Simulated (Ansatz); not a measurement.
Breaking the Ga1–Cl2 bond in GaCl (multiplicity 1 held). Energies count from the point at 2.239 Å.


Signs of static correlation in def2-TZVPP, with CASSCF(10,8), from Ansatz (a program for electronic structure) runs.

```tsv
R (Å)	T1 of restricted CCSD	⟨S²⟩ of UHF	largest double amplitude of restricted CCSD	weight of the CASSCF reference in MRCISD	CASSCF natural occupations
1.791	0.010	0.000	0.092	0.922	2.00 2.00 2.00 1.99 1.91 0.05 0.05 0.01
2.015	0.011	0.000	0.089	0.921	2.00 2.00 2.00 1.99 1.91 0.05 0.05 0.02
2.239	0.012	0.000	0.081	0.920	2.00 2.00 2.00 1.98 1.91 0.05 0.05 0.02
2.463	0.013	0.000	0.065	0.920	2.00 2.00 2.00 1.98 1.91 0.05 0.05 0.02
2.687	0.014	0.000	0.061	0.920	2.00 2.00 2.00 1.98 1.92 0.04 0.04 0.03
3.023	0.017	0.000	0.085	0.920	2.00 2.00 2.00 1.97 1.92 0.04 0.04 0.03
3.358	0.020	0.000	0.095	0.920	2.00 2.00 2.00 1.97 1.92 0.04 0.04 0.04
3.918	[?]	0.000	0.099	0.920	2.00 2.00 2.00 1.96 1.92 0.04 0.04 0.04
4.478	[?]	0.912	0.100	0.920	2.00 2.00 2.00 1.96 1.92 0.05 0.04 0.04
5.150	0.053	1.005	0.101	0.917	2.00 2.00 2.00 1.93 1.53 0.47 0.04 0.04
6.045	0.139	1.021	0.214	0.917	2.00 2.00 2.00 1.93 1.13 0.87 0.04 0.04
7.165	0.027	1.023	0.101	0.917	2.00 2.00 2.00 1.93 1.02 0.98 0.04 0.04
8.956	0.030	1.023	0.101	0.917	2.00 2.00 2.00 1.93 1.00 1.00 0.04 0.04
```

Task: Complete the blanks.

Result: 
- 3.918, T1 of restricted CCSD: 0.026
- 4.478, T1 of restricted CCSD: 0.035

Doubts at one or more of the structures used: the program's own flag: passed over end (SC-NEVPT2 on CASSCF(10,8)/def2-TZVPP); a restricted determinant that unrestricted orbitals would lower (R-CCSD(T)/def2-TZVPP); T1 above 0.05 (R-CCSD(T)/def2-TZVPP, U-CCSD(T)/def2-TZVPP); a spin-contaminated determinant (U-CCSD(T)/def2-TZVPP); the program's own flag: other amplitudes (U-CCSD(T)/def2-TZVPP).
